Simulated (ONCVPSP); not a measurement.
# Varying the ONCV potential for Br (Z = 35)

Base potential:

| Property | Result |
| --- | --- |
| Element | Br |
| Generator | ONCVPSP 4.0.1 |
| Type | optimised norm-conserving Vanderbilt (ONCV) |
| Functional | PBEsol |
| Relativity | scalar-relativistic |
| Frozen core | [Ar] |
| Valence charge | 17 |
| Reference configuration | 3d10 4s1 4p6 |
| Partial waves | 4s: rc 1.30 bohr, ncon 4, nbas 8, qcut 5.2 1/bohr, 1 projector; 4p: rc 1.20 bohr, ncon 5, nbas 8, qcut 6 1/bohr, 3 projectors, debl 1.5 Ha; 3d: rc 0.95 bohr, ncon 4, nbas 9, qcut 14.9 1/bohr, 2 projectors, debl 0.9 Ha |
| Local potential | polynomial inside 0.80 bohr (lpopt 2, dvloc0 4 Ha) |
| Core correction | none |

In the d channel the program set the typed energies aside and used -2.508, 0.250 Ha.

Cutoffs, loose and tight: the cutoffs (Ha) at which the residual kinetic energy of the hardest occupied pseudo-wave falls to 1 and 0.1 mHa per electron. They do not see the model core or the augmentation charge, which bear on the density cutoff. Test errors are all-electron minus pseudo excitation energies from the reference, over the configurations 3d10 4s2 4p5; 3d10 4s2 4p4; 3d10 4s2 4p3; 3d10 4s2 4p2. A dash means not determined; rows that change the core or the reference have their own tests.

A true bound ghost makes a file unfit for plane-wave use even where its test errors are small: the radial tests pick states by their node count and pass the ghost by.

```csv
change,outcome,"cutoff, loose","cutoff, tight",bound ghosts,GHOST(+) flags above zero,largest test error (meV)
base,"generated, projector energies reset by the program",129 Ha,145 Ha,p,"s, p",+12
"d: rc 0.66; local potential polynomial inside 0.66 bohr (lpopt 2, dvloc0 4 Ha)","generated, projector energies reset by the program",707 Ha,911 Ha,"s, p",p,-14
d: rc 0.84,"generated, projector energies reset by the program",165 Ha,434 Ha,p,"s, p",+12
d: rc 0.96,"generated, projector energies reset by the program",129 Ha,145 Ha,p,"s, p",+12
d: rc 1.08,"generated, projector energies reset by the program",129 Ha,145 Ha,p,"s, p",+11
d: rc 1.18,"generated, projector energies reset by the program",129 Ha,145 Ha,p,"s, p",+11
d: rc 1.26,"generated, projector energies reset by the program",129 Ha,145 Ha,p,"s, p",+11
d: rc 1.4,"generated, projector energies reset by the program",129 Ha,145 Ha,p,"s, p",+11
```

**Question.** What comes out with this change to the base: d: rc 0.76; local potential polynomial inside 0.76 bohr (lpopt 2, dvloc0 4 Ha)?

**Answer.** outcome: generated, projector energies reset by the program; cutoff, loose: 475 Ha; cutoff, tight: 561 Ha; bound ghosts: p, s; GHOST(+) flags above zero: p; largest test error (meV): +56.

Reading the sweep of the d radius (base included, trends over the rows without a ghost): Bound ghosts are found at 0.66, 0.76, 0.84, 0.95, 0.96, 1.08, 1.18, 1.26, 1.4 bohr. Every judged row has one, so this setting neither creates nor removes them.
